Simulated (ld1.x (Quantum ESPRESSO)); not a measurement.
Zn (Z = 30) PAW: all-electron and pseudo phase curves

Zn, PAW, made with ld1.x (Quantum ESPRESSO) 7.5 (LDA (PZ), scalar-relativistic). Core [Ne], reference 3s2 3p6 3d10 4s2 4p0. Waves: 3s (bound): rcut 0.90, rcutus 1.15 bohr; 4s (bound): rcut 0.90, rcutus 1.15 bohr; 3p (bound): rcut 1.05, rcutus 1.45 bohr; 4p (bound, empty): rcut 1.05, rcutus 1.45 bohr; 3d (bound): rcut 0.95, rcutus 1.25 bohr; 3d channel at 3.8 Ry: rcut 0.95, rcutus 1.25 bohr. Local part: all-electron potential smoothed inside 0.90 bohr (lloc = -1). Core correction: Bessel-smoothed model core inside 0.55 bohr. Augmentation charge: PSQ, inside the norm-conserving radii.

The phase is arctan(r·u′/u) with u = r·R(r), unwrapped; energies in Ry, scanned from -11 to 5 Ry. A pole is an energy at which the radial function vanishes at the test radius. The pseudo phase is shifted by a multiple of π to meet the all-electron one at the reference energy, and phase errors are pseudo minus all-electron; the curves can meet again beyond the range given. Levels narrower than the energy grid can be missing from the lists of poles.

```tsv
channel	radius (bohr)	reference energy (Ry)	poles, all-electron	poles, pseudo	unbroken range about the reference energy with phases within 0.05 rad	phase error 1 Ry above the reference energy (rad)
s	1.60	-0.46	-9.30	-9.30	the whole range	+0.000
p	1.60	-0.09	-5.86	-5.84, -2.14	-1.3 to 0.8	-0.059
d	1.60	-0.77	-0.12	-0.12	the whole range	-0.001
```

The ghost test of this file was not conclusive. Its overlap operator is not positive definite in a basis up to 400 Ry (lowest eigenvalue p -3.86), so the file is unfit for use: the generalised eigenproblem breaks down once the basis is large enough, and its test numbers describe a broken file.

Phases in the d channel:

```
E (Ry)  all-electron  pseudo
-11.00         1.385   1.384
-10.52         1.381   1.380
-10.04         1.376   1.376
 -9.56         1.372   1.371
 -9.08         1.367   1.366
 -8.60         1.361   1.360
 -8.12         1.355   1.354
 -7.64         1.348   1.347
 -7.16         1.341   1.340
 -6.68         1.333   1.332
 -6.20         1.323   1.323
 -5.72         1.313   1.312
 -5.24         1.301   1.300
 -4.76         1.286   1.285
 -4.28         1.269   1.268
 -3.80         1.247   1.246
 -3.32         1.218   1.217
 -2.84         1.178   1.176
 -2.36         1.114   1.113
 -1.88         0.994   0.992
 -1.40         0.661   0.658
 -0.92        -0.606  -0.607
 -0.44        -1.407  -1.407
  0.04        -1.621  -1.622
  0.52        -1.723  -1.724
  1.00        -1.791  -1.792
  1.48        -1.849  -1.850
  1.96        -1.906  -1.907
  2.44        -1.969  -1.970
  2.92        -2.045  -2.046
  3.40        -2.145  -2.145
  3.88        -2.283  -2.283
  4.36        -2.489  -2.489
  4.84        -2.796  -2.801
```
